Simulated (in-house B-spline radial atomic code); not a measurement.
Results of a calculation; reference values are marked as such.
**Two electrons in Ge: a parabolic dot with ħω = 2.54 meV in all three directions with a doubly ionised double donor at its centre**

For Ge the NSM archive of the Ioffe Institute lists m_l = 1.6 m0, m_t = 0.08 m0 and ε = 16.2; the model takes one isotropic valley with the conductivity mass 3/(1/m_l + 2/m_t) = 0.117 m0, and so misses anisotropy and the other valleys. All triplets below are those of one valley; with several valleys two electrons can form a triplet in the 1s orbital itself, at an energy set by the valley splitting. Real donors also feel a central-cell potential, which shifts the ground state; some double donors stay shallow and helium-like, others are deep centres that this model can't describe.

Effective-mass model with parabolic bands, a uniform dielectric constant, no image charges, no central-cell or spin-orbit terms. Two-electron levels come from full CI in B-splines with partial waves to l = 5 (up to 0.001 effective hartree above the limit).

**Question.** What are the effective units, and what is the potential in them?

**Answer.** Ha* = 27211.386 meV × 0.117/16.2² = 12.13 meV and a* = 0.0529177 nm × 16.2/0.117 = 7.327 nm. The frequency is ω = 0.209 Ha*, with −2/r added.

In these units the lowest s and p orbitals lie at -1.9838 and -0.3723, and their Coulomb and exchange integrals are J_ss = 1.2625, J_sp = 0.5664 and K_sp = 0.04866. Full CI gives -2.8534 for the ground singlet, -1.8841 for the sp triplet, -1.8412 for the sp singlet and -1.8946 for the lowest triplet of two s orbitals.

**Question.** What does it cost to add the second electron, to first order and exactly?

**Answer.** To first order E = 2ε_s + J_ss = -2.7052, so the charging energy E(2) − 2E(1) is J_ss = 15.32 meV. CI gives -2.8534 − 2 × (-1.9838) = 1.1143, or 13.52 meV: relaxation and correlation lower it by 1.798 meV, 11.7 % of J_ss. The s² configuration of one-electron orbitals holds 93.5 % of the state, and the mean radius is 6.61 nm.

**Question.** How far above the singlet do the triplets lie?

**Answer.** To first order the sp triplet lies at ε_s + ε_p + J_sp − K_sp = -1.8384, which is 10.52 meV above 2ε_s + J_ss. CI gives -1.8841 − (-2.8534) = 0.9693, or 11.76 meV, 60 % of the orbital spacing of 19.55 meV. The ss triplet lies 11.63 meV up, so the lower of the two is the ss one, and its gap equals k_BT at 135 K. The sp singlet-triplet splitting is 0.5201 meV, against 2K_sp = 1.181 meV.
